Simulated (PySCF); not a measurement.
How good is the calculation?

Molfile (atoms numbered from 1):
```
C3H8O3S
     RDKit          3D

 15 14  0  0  0  0  0  0  0  0999 V2000
   -1.8620    0.3487   -0.2401 C   0  0  0  0  0  0  0  0  0  0  0  0
   -0.9405   -0.8476   -0.0372 C   0  0  0  0  0  0  0  0  0  0  0  0
    0.4674   -0.5486   -0.5125 C   0  0  0  0  0  0  0  0  0  0  0  0
    1.2131    0.6046    0.6528 S   0  0  0  0  0  6  0  0  0  0  0  0
    0.8232    1.9503    0.3851 O   0  0  0  0  0  0  0  0  0  0  0  0
    1.0945    0.1180    1.9944 O   0  0  0  0  0  0  0  0  0  0  0  0
    2.7735    0.4278    0.2350 O   0  0  0  0  0  0  0  0  0  0  0  0
   -1.9764    0.5664   -1.3001 H   0  0  0  0  0  0  0  0  0  0  0  0
   -1.4473    1.2258    0.2482 H   0  0  0  0  0  0  0  0  0  0  0  0
   -2.8455    0.1452    0.1762 H   0  0  0  0  0  0  0  0  0  0  0  0
   -1.3355   -1.7147   -0.5730 H   0  0  0  0  0  0  0  0  0  0  0  0
   -0.8879   -1.0963    1.0246 H   0  0  0  0  0  0  0  0  0  0  0  0
    0.4971   -0.0626   -1.4816 H   0  0  0  0  0  0  0  0  0  0  0  0
    1.1089   -1.4230   -0.4980 H   0  0  0  0  0  0  0  0  0  0  0  0
    3.3130    0.3139    1.0193 H   0  0  0  0  0  0  0  0  0  0  0  0
  1  2  1  0
  2  3  1  0
  3  4  1  0
  4  5  2  0
  4  6  2  0
  4  7  1  0
  1  8  1  0
  1  9  1  0
  1 10  1  0
  2 11  1  0
  2 12  1  0
  3 13  1  0
  3 14  1  0
  7 15  1  0
M  END
```

The experiment to reproduce: δ ¹³C C3 53.7; C2 18.8; C1 13.7 ppm (measured; solution, not stated per compound (mostly CDCl3 or CCl4); Pretsch, Buehlmann, Badertscher, Structure Determination of Organic Compounds, 4th ed. (2009)).

No solvent, one computed conformer, non-relativistic, fast rotation and ring inversion assumed for equivalent nuclei. Shielding tensors at PBE0/pcSseg-1 (GIAO); geometry from GFN2-xTB; PySCF 2.14.0 with density-fitted response routines.

(1) What does the calculation give, and how does it compare?

(2) How far are the unscaled ¹³C shifts from the references?

Results:

(1) 
Reference values: measured (solution, not stated per compound (mostly CDCl3 or CCl4); Pretsch, Buehlmann, Badertscher, Structure Determination of Organic Compounds, 4th ed. (2009)).
```
atoms  quantity  reference  computed  computed, scaled
   C3     δ ¹³C       53.7      61.7              57.9
   C2     δ ¹³C       18.8      19.5              16.8
   C1     δ ¹³C       13.7      14.9              12.4
```

Computed shifts are σ(ref) − σ with the named reference compound (TMS for H and C) calculated as an isolated molecule at the same level. The measured values may be among those fitted. Expected solution values come from regression of measured δ (H and C: mostly CDCl3, vs TMS) on computed σ: ¹³C (scatter 2.1 ppm rms, 2.3 ppm with the 13 outliers that the fit left out). Occasional misses reach two or three times the rms, and more in compound classes unlike the fitted ones.

(2) Mean signed difference +3.30 ppm, mean absolute 3.30 ppm over 3 comparisons; the largest is +8.0 ppm at C3 (sp3 CH2 bonded to S).
